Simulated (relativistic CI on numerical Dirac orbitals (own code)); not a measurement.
Xe49+: sensitivity of the levels to the model

Base calculation: Dirac-Coulomb-Breit CI, KLI orbitals optimised for each configuration, QED by a radiative potential, unscaled Slater integrals.

Configurations in the expansion (outside the closed core 1s2): 2s2 2p, 2s 2p2, 2p3, 2p2 3s, 2p2 3p, 2p2 3d, 2s2 3s, 2s2 3p, 2s2 3d, 2s 2p 3s, 2s 2p 3p, 2s 2p 3d, 2s2 4s, 2s2 4p, 2s2 4d, 2s2 4f. Levels of other configurations are missing.

Variants: (1) QED terms removed; (2) only the first 3 configurations. Shifts of the energy above 2s2 2p 2P°_1/2, in eV, for the lowest level and the first level of each name with at least 55 % of one term (blank where a level changes its place among those of its configuration and J or its character, or is not in the variant):

| Level | Base | Δ(1) | Δ(2) |
| --- | --- | --- | --- |
| 2s2 2p 2P°_1/2 | 0.00 | 0.00 | 0.00 |
| 2s 2p2 4P_1/2 | 163.47 | +6.23 | -0.14 |
| 2s2 2p 2P°_3/2 | 358.42 | -0.46 | +0.01 |
| 2s 2p2 4P_3/2 | 472.00 | +5.64 | -0.30 |
| 2s 2p2 2D_5/2 | 504.14 | +5.64 | -0.06 |
| 2s 2p2 2D_3/2 | 554.95 | +5.66 | +0.29 |
| 2s 2p2 2P_1/2 | 555.18 | +5.67 | +0.27 |
| 2s 2p2 4P_5/2 | 848.96 | +5.05 | -0.11 |
| 2s 2p2 2S_1/2 | 923.47 | +5.06 | -0.13 |
| 2s 2p2 2P_3/2 | 924.72 | +5.07 | +0.37 |
| 2p3 2D°_5/2 | 1076.52 | +11.34 | +0.12 |
| 2p3 2P°_1/2 | 1115.28 | +11.31 | +0.04 |
| 2s2 3s 2S_1/2 | 5180.68 | -1.57 |  |
| 2s2 3p 2P°_1/2 | 5237.42 | +0.36 |  |

At this charge energies of transitions that change n are usually good to better than 1 %, and those within a shell (Δn = 0) to a few per cent.

Ionisation energy from the two ground configurations alone: base 9242.34 eV. The NIST ASD value (theoretical) is 9243 eV.

LS names give the leading component of a level, which can be under half, so a name can repeat, a term be missing and a line seem to break the LS rules.
